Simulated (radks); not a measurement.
Ba, configuration [Xe] 6s1 7p1 (not the ground configuration).

Method: Dirac Kohn-Sham, PBEsol, spin-unpolarised, spherical densities, finite nucleus; open shells fill j = l - 1/2 first; Fermi nuclear charge, rms radius 4.8378 fm; computed with a radial shooting solver on a logarithmic mesh with Libxc functionals.

Energy parts (eV):
total: -221382.15
kinetic: 236290.53
electron-nucleus: -538288.73
Hartree: 85918.41
exchange-correlation: -5302.36

Orbitals (lengths in bohr, moments of r in powers of bohr; r(90%) holds 90 % of the orbital's charge):
orbital	occ.	eigenvalue (eV)	r(90%)
1s1/2	2	-37211.97	0.0461
2s1/2	2	-5882.772	0.170
2p1/2	2	-5542.577	0.151
2p3/2	4	-5161.121	0.159
3s1/2	2	-1244.282	0.429
3p1/2	2	-1101.392	0.423
3p3/2	4	-1027.673	0.440
3d3/2	4	-776.6535	0.415
3d5/2	6	-760.9321	0.420
4s1/2	2	-246.7031	0.970
4p1/2	2	-194.7589	1.02
4p3/2	4	-179.3485	1.06
4d3/2	4	-94.4718	1.20
4d5/2	6	-91.8537	1.21
5s1/2	2	-37.0317	2.36
5p1/2	2	-23.5267	2.71
5p3/2	4	-21.4240	2.84
6s1/2	1	-5.4075	6.30
7p1/2	1	-0.8835	18.6
7p3/2	0	-0.8492	18.9

The highest occupied level is 7p1/2 at -0.884 eV. Summed over all electrons, <r^2> = 267.7 bohr^2, which gives a Langevin (diamagnetic) susceptibility term of -212 x 10^-6 cm^3/mol. The density falls to 0.001 e/bohr^3 at r = 4.80 bohr.
